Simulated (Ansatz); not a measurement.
CH$_{7}$AlN$_{2}$O (`C[NH][Al]([NH2])[OH]`), relaxed with RKS PBE0-D4/def2-TZVP in Ansatz 0.2.0 from a PBE-D4/def2-SVP geometry. The force threshold is 0.005 eV/Å; the program also tests the step.

Total charge 0; spin multiplicity 1.

Start:

```xyz
12

C     0.600   -1.773    0.036
N     0.952   -0.384    0.266
Al   -0.117    1.041    0.075
N    -1.684    0.868   -0.753
O     0.284    2.601    0.686
H     0.790   -2.425    0.923
H     1.138   -2.237   -0.827
H    -0.485   -1.859   -0.183
H     1.932   -0.272    0.537
H    -1.946    0.105   -1.377
H    -2.398    1.598   -0.772
H     0.934    2.739    1.390
```

How much energy does the relaxation release, and in how many steps? (Estimate.)

The calculation gave: 1.53 kcal/mol, in 20 steps, 4 of them rejected.

Which bonds change most? (An estimate is asked.)

Computed: Al3–O5 from 1.723 to 1.698 Å; N2–Al3 from 1.792 to 1.770 Å; C1–H7 from 1.118 to 1.097 Å; C1–H6 from 1.117 to 1.097 Å.

Give the relaxed structure. (Best estimate.)

The calculation gave: 
```xyz
12

C     0.635   -1.765   -0.035
N     0.884   -0.396    0.361
Al   -0.159    1.014    0.123
N    -1.718    0.870   -0.688
O     0.284    2.564    0.659
H     0.613   -2.454    0.818
H     1.381   -2.141   -0.746
H    -0.337   -1.843   -0.528
H     1.775   -0.296    0.822
H    -2.117    0.028   -1.064
H    -2.337    1.649   -0.837
H     1.095    2.770    1.115
```
